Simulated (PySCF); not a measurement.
Compound: CH8OSi2Te.
Z-matrix (Å and degrees, PBE0-D3(BJ)/def2-SVP geometry), rows numbered from 1:
```
C 
O   1  1.4027
Si  2  1.6676  1  125.52
Te  3  2.4934  2  103.38  1   178.96
Si  4  2.5115  3   89.51  2   -10.10
H   1  1.1048  2  111.81  3   -64.58
H   1  1.1002  2  108.46  3   176.27
H   1  1.1048  2  111.93  3    57.22
H   3  1.4957  2  110.32  1    58.64
H   3  1.4955  2  111.27  1   -61.44
H   5  1.4898  4  111.73  3   -58.15
H   5  1.4888  4  112.05  3    67.23
H   5  1.4944  4  103.47  3  -175.37
```

Computed, not measured: PBE0-D3(BJ)/def2-SVP geometry optimisation, gas phase, def2 core potentials past Kr (PySCF).

Masses are those of the commonest isotopes; rigid-rotor values at the optimised geometry. The values belong to one conformer with, in the numbering `[CH3:1][O:2][SiH2:3][Te:4][SiH3:5]`, C1–O2–Si3–Te4 179°, O2–Si3–Te4–Si5 -10°.

Question: What are A, B and C (MHz)?

Answer: Ia = 206.01, Ib = 489.91, Ic = 679.01 u·Å²; 505379 MHz·u·Å²/I gives A = 2453, B = 1032, C = 744.3 MHz.

Question: What kind of rotor is it?

Answer: An asymmetric top. Ray's parameter κ = (2B − A − C)/(A − C) = -0.664; −1 is the prolate and +1 the oblate limit.

Question: What does the inertial defect say?

Answer: Not planar: Δ = Ic − Ia − Ib = -16.90 u·Å². For a rigid frame Δ = −2 Σ m c², so Σ m c² = 8.45 u·Å² lies off the ab plane: 7.69 from hydrogen and 0.76 from heavier atoms. The atom farthest from that plane is 1.44 Å away.

Question: Which lines would a microwave search look for?

Answer: The dipole components are |μa| = 2.28 D, |μb| = 0.19 D, |μc| = 0.09 D. The squared components, which scale the intensities, stand as 1.00 : 0.01 : 0.00 (a : b : c). Some lines, for components of 0.1 D or more:

```csv
type,branch,"J(Ka,Kc)",MHz,lower level (cm⁻¹)
a,Q,"2(1,1) ← 2(1,2)",862,0.216
a,Q,"5(2,3) ← 5(2,4)",1176,1.093
b,R,"3(1,2) ← 2(2,1)",1467,0.387
b,Q,"2(1,1) ← 2(0,2)",2036,0.176
b,Q,"5(2,3) ← 5(1,4)",3924,1.002
b,Q,"2(2,0) ← 2(1,1)",4304,0.244
a,R,"3(1,3) ← 2(1,2)",4874,0.216
a,R,"4(1,4) ← 3(1,3)",6459,0.378
b,Q,"5(3,2) ← 5(2,3)",7056,1.133
a,R,"4(3,2) ← 3(3,1)",7173,0.826
b,Q,"4(3,1) ← 4(2,2)",7426,0.818
b,Q,"3(3,1) ← 3(2,2)",7849,0.564
a,R,"5(1,5) ← 4(1,4)",8021,0.594
b,R,"2(2,1) ← 1(1,0)",8104,0.116
b,Q,"5(3,3) ← 5(2,4)",8140,1.093
a,R,"5(2,4) ← 4(2,3)",8792,0.800
a,R,"5(1,4) ← 4(1,3)",9389,0.689
a,R,"5(2,3) ← 4(2,2)",9421,0.818
b,R,"3(2,2) ← 2(1,1)",9592,0.244
b,R,"3(2,1) ← 2(1,2)",10646,0.216
b,Q,"5(4,1) ← 5(3,2)",10789,1.368
b,Q,"4(4,1) ← 4(3,2)",10895,1.065
b,R,"5(3,2) ← 4(2,3)",17024,0.800
b,R,"4(4,0) ← 3(3,1)",18068,0.826
b,R,"5(4,2) ← 4(3,1)",19838,1.066
b,R,"5(5,0) ← 4(4,1)",22973,1.429
```

Not checked by PBE0-D3(BJ)/def2-SVP frequencies. Zero-point vibration and centrifugal distortion are left out. A rigid rotor knows nothing of internal rotation, which can split or shift real lines.
